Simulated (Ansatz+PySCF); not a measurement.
## quartet MoN: levels of theory in one basis

```yaml
atoms:
  - { symbol: Mo, position_ang: [0.0000, 0.0000, 0.0000] }
  - { symbol: N, position_ang: [0.0000, 0.0000, 1.6360] }
```

Basis set: def2-SVP (spherical functions, with the set's core potentials past Kr). Frozen core: 1 orbital. Correlation on ROHF uses semicanonical orbitals with singles. Charge 0, multiplicity 4.

Computed with Ansatz (development build ahead of 0.2.0); each method stands on the lowest determinant of its kind that the runs found.

| method | E − E(ROHF) (eV) | <S²> of the determinant |
| --- | --- | --- |
| ROHF | 0.00 | 3.75 |
| UHF | -1.10 | 4.67 |
| UHF-MP2 | -8.31 | 4.67 |

Problem. What does ROHF-MP2 give on the same scale?

Solution. -10.08 eV.

Problem. Is a single determinant a sound starting point here?

Solution. It is doubtful. Unrestricted orbitals lower Hartree–Fock by 1.10 eV and <S²> is 4.67 where a pure state has 3.75, a sign of strong static correlation.

Caution: another spin multiplicity may lie lower. Caution for ROHF, ROHF-MP2: an unrestricted determinant lies well below. Caution for UHF, UHF-MP2: the unrestricted determinant is a mixture of spin states.
